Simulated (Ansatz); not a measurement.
`[GeH3][GeH3]` + `BN` → `B[NH][GeH3]` + GeH₄ at 400 K and 1 bar (cleavage of the Ge–Ge bond).

Isolated molecules relaxed with PBE0-D4/def2-TZVP in Ansatz; ΔE leaves out vibrations. CCSD(T)/CBS adds triple-zeta CCSD(T) − MP2 to the extrapolated MP2 energy (def2 sets, frozen cores). This one scheme is used for every species. For Ge outer-core shells are correlated without core-valence functions, which leaves a few kJ/mol of doubt a bond. Scalar relativity is left out up to krypton.

```tsv
species	CCSD(T)/CBS energy (Eh)	H − E (kJ/mol)	S (J/(mol·K))
`[GeH3][GeH3]`	-4155.81928	147.6	327.3
`BN`	-81.93499	142.5	243.5
`B[NH][GeH3]`	-2159.24687	187.7	333.1
GeH₄	-2078.49493	93.6	231.8
```

H − E and S are ideal-gas, rigid-rotor, harmonic terms from PBE0-D4/def2-TZVP. 1 Eh = 2625.50 kJ/mol, R = 8.31446 J/(mol·K).

By hand: ΔE, ΔH, ΔS and ΔG.

ΔE = (-2159.24687) + (-2078.49493) − (-4155.81928) − (-81.93499) = 0.01247 Eh = 32.7 kJ/mol. Δ(H − E) = 187.7 + 93.6 − 147.6 − 142.5 = -8.8, so ΔH = 23.9 kJ/mol. ΔS = 333.1 + 231.8 − 327.3 − 243.5 = -5.9 J/(mol·K). ΔG = 23.9 − 400 × (-5.9)/1000 = 26.3 kJ/mol.

By hand: the equilibrium constant, and the temperature at which ΔG would vanish if ΔH and ΔS stayed fixed.

log₁₀ K = −ΔG/(RT ln 10) = -3.4. ΔH and −TΔS have one sign here, so there is no such temperature. One of them is within its doubt of zero, so this could turn.

The number of gas molecules stays the same, so ΔS is small and ΔH decides. A doubt of 5 kJ/mol in ΔE shifts log₁₀ K by 0.7 here. These are equilibria of isolated gas molecules and say nothing of rates. Largest T1 diagnostic: 0.013 (customary marks: 0.02 for closed shells, 0.045 for open ones).
